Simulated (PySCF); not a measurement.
**NMR data sheet: C4H5NO2**

| Quantity | Value |
| --- | --- |
| Formula | C4H5NO2 |
| SMILES | O=C1CCC(=O)N1 |
| InChI | InChI=1S/C4H5NO2/c6-3-1-2-4(7)5-3/h1-2H2,(H,5,6,7) |
| Point group of the computed structure | C2v |
| Degrees of unsaturation | 3 |
| Carbon signals | 2 |
| Proton signals | 2 |

Bonds (- single, = double, # triple, : aromatic): O1=C2 1.199 Å, C2-C3 1.516 Å, C3-C4 1.526 Å, C4-C5 1.516 Å, C5=O6 1.199 Å, C5-N7 1.378 Å, N7-C2 1.378 Å. C3 carries H8, H9; C4 carries H10, H11; N7 carries H12.

A single conformation, fast rotation and ring inversion assumed for equivalent nuclei, isolated molecule, non-relativistic Hamiltonian. J couplings at B3LYP/pcJ-1 (spin–dipole term only in couplings to heteroatoms); geometry from GFN2-xTB; σ from GIAO-PBE0/pcSseg-1; PySCF 2.14.

Shifts are taken against calculated references (same method and geometry level): ¹H and ¹³C against TMS; ¹⁵N vs NH3; ¹⁷O vs H2O.

| carbon | δC, type | δH (multiplicity, J in Hz) | HMBC from (abs. J ≥ 3 Hz) | span of the C tensor (ppm) |
| --- | --- | --- | --- | --- |
| C2/C5 | 178.6, C | – | H8/H9/H10/H11 | 165 |
| C3/C4 | 31.3, CH2 | 2.60 (s) | – | 42 |

Other nuclei:
```csv
atoms,nucleus,environment,δ (ppm),σ (ppm)
H12,¹H,hydrogen on an amide-type nitrogen,6.67,25.04
N7,¹⁵N,amide-type nitrogen,200.4,67.4
O1/O6,¹⁷O,amide-type carbonyl oxygen,467.6,-131.5
```

Selected couplings (Hz, signed; the shortest-range and largest first, 30 at most; isotopes ¹³C, ¹H, ¹⁵N): ¹J(C3,H8) 140.1, ¹J(C2,C3) 48.1, ¹J(C2,N7) -14.7, ²J(C3,N7) -9.2.

- Carbon types of the structure: 2 × C, 2 × CH2, leaving 1 H on heteroatoms.
- δC 178.6: amide carbonyl carbon; lone-pair donation from the attached heteroatom keeps it upfield of a ketone carbonyl.
- δC 31.3: sp3 CH2 α to a carbonyl; α to the electron-withdrawing carbonyl group.
- δH 6.67: hydrogen on an amide-type nitrogen; labile proton, position sensitive to the medium.
- δH 2.60: hydrogen on an sp3 CH2 α to a carbonyl; α to C=O.

OH and NH positions are those of a molecule without intermolecular hydrogen bonds; in solution they move with solvent, concentration and temperature, and exchange usually removes their couplings. Shifts are as computed. Against solution values, carbons near 30 ppm lie about +3 ppm off and those near 130 ppm about +5 ppm. Of 1211 compounds with measured shifts, 218 miss one by over three times the rms of a fit or turn the order of signals round; such compounds aren't used in these exercises. Hydrogen bonding in solution shields acid and N–H amide carbonyl oxygens by tens of ppm. Hydrogen bonding in solution deshields acid and N–H amide carbonyl carbons by as much as 10 ppm beyond these values. Unscaled 17O shifts of doubly bonded oxygen tend to come out too high, by tens of ppm or more. Experimental scales use liquid or dissolved standards, which lie at an offset from isolated NH3 (liquid NH3: subtract about 20 ppm) and H2O (liquid H2O: subtract about 36 ppm). Unscaled 15N shifts of sp2 nitrogen come out 20 to 40 ppm too high even then.
